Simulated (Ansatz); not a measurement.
`CC(C)[O][GaH2]` → `CC(C)=[O+][GaH3-]`  (isomerisation)

Gas-phase electronic energies from Ansatz, PBE0-D4/def2-TZVP geometries. CCSD(T)/CBS is the MP2 limit (def2-TZVPP, def2-QZVPP) plus CCSD(T) − MP2 in def2-TZVPP, frozen cores. Functionals use def2-TZVPP. HSE06 is defined as in plane-wave codes. For Ga outer-core shells are correlated without core-valence functions, which leaves a few kJ/mol of doubt a bond. Scalar relativity is left out up to krypton. Each species was taken in one conformer, which may not be the lowest.

```csv
level,ΔE (kJ/mol),difference from CCSD(T)/CBS
LDA (SPW92),59.8,-6.7
PBE-D4,52.9,-13.6
revPBE-D4,52.2,-14.3
B97M-V,41.6,-24.9
r2SCANh-D4,54.5,-12.0
HSE06-D4,59.6,-6.9
ωB97M-V,55.5,-11.0
revPBE,48.1,-18.4
r2SCANh,54.3,-12.2
LC-ωPBE,62.5,-4.0
HF/def2-SVP,43.6,-22.9
MP2/def2-SVP,62.0,-4.5
MP2/def2-TZVPP,72.6,6.1
CCSD/def2-TZVPP,63.1,-3.4
CCSD(T)/def2-TZVPP,62.3,-4.2
HF/def2-QZVPP,44.9,-21.6
CCSD(T)/CBS,66.5,0
```

Largest T1 diagnostic among the species: 0.015.

In def2-TZVPP, CCSD(T) changes the Hartree–Fock value by +18.6 kJ/mol (the triples alone add −0.8 kJ/mol) and MP2 by +28.9 kJ/mol. At CCSD(T), def2-SVP lies −12.6 kJ/mol from the extrapolated value and def2-TZVPP −4.2 kJ/mol. From r2SCAN to r2SCAN0 (25 % exact exchange), in def2-TZVPP and without D4, ΔE moves by +5.9 kJ/mol.

CCSD(T)/CBS has its own doubt, a few kJ/mol and more with outer-core shells, so smaller differences from it don't rank the levels.
